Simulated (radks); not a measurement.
Question: Radial electron density D(r) = 4 pi r^2 rho(r) of an atom or ion with 1 electrons. All-electron calculation, Dirac Kohn-Sham, PBE, spin-unpolarised, spherical densities, point nucleus. Program: a radial shooting solver on a logarithmic mesh with Libxc functionals.

r (bohr),D(r) (e/bohr)
0.02465,0.05517
0.02869,0.07296
0.0334,0.09609
0.03889,0.1260
0.04527,0.1642
0.0527,0.2127
0.06135,0.2736
0.07142,0.3488
0.08315,0.4402
0.0968,0.5493
0.1127,0.6761
0.1312,0.8194
0.1527,0.9750
0.1778,1.136
0.207,1.292
0.241,1.428
0.2805,1.527
0.3266,1.572
0.3802,1.550
0.4461,1.445
0.5194,1.272
0.6046,1.047
0.7039,0.7964
0.8195,0.5536
0.954,0.3468
1.111,0.1924
1.293,0.09270
1.505,0.03782
1.752,0.01271
2.04,0.003415

What is the nuclear charge?

Answer: Z = 3. The innermost maximum, from 1s, lies near gamma/Z bohr with gamma = sqrt(1 - (Z/c)^2) = 1.000, here 0.333 bohr (found: 0.337), and its height grows with Z. The density is that of the lithium ion Li2+ in 1s1; the configuration itself is not fixed sharply by these data. D(r) has 1 maximum, at r = 0.337 bohr.
